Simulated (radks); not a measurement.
The numbers below are computed, except where a source is named.
The copper ion Cu8+, 21 electrons, occupied as [Ar] 3d3 (the NIST ground configuration).

Code: a radial shooting solver on a logarithmic mesh with Libxc functionals. Model: Dirac Kohn-Sham, PBEsol, spin-unpolarised, spherical densities, point nucleus; open shells fill j = l - 1/2 first.

Energy parts (eV):
part                       energy
total                  -44375.190
kinetic                 45166.547
electron-nucleus      -102832.598
Hartree                 14920.571
exchange-correlation    -1629.709

Orbitals (lengths in bohr, moments of r in powers of bohr; <r^-3> diverges for s and p1/2; r(max) is where P^2 peaks):
orbital,occ.,eigenvalue (eV),<r>,<r^-3>,<1/r>,r(max)
1s1/2,2,-9038.325,0.05217,-,29.14,0.03413
2s1/2,2,-1263.769,0.2349,-,6.359,0.1968
2p1/2,2,-1132.249,0.2041,-,6.311,0.1565
2p3/2,4,-1111.803,0.2074,684.0,6.171,0.1592
3s1/2,2,-295.5432,0.6654,-,2.150,0.5957
3p1/2,2,-253.5749,0.6707,-,2.055,0.5887
3p3/2,4,-250.3986,0.6779,107.1,2.024,0.5954
3d3/2,3,-181.1210,0.6697,13.48,1.835,0.5278
3d5/2,0,-180.6223,0.6718,13.22,1.828,0.5296

The highest occupied level is 3d3/2 at -181.12 eV. For comparison, the ionisation energy in NIST's Atomic Spectra Database is 198 eV (theoretical). In exact Kohn-Sham theory the highest level is minus the ionisation energy, but local and semilocal functionals leave it too shallow, through self-interaction and a potential that decays too fast; potentials with the right tail come closer. The density falls to 0.001 e/bohr^3 at r = 1.91 bohr.

Beside tabulated values, note that spin-unpolarised runs miss the spin-polarisation part of the exchange energy of open shells.
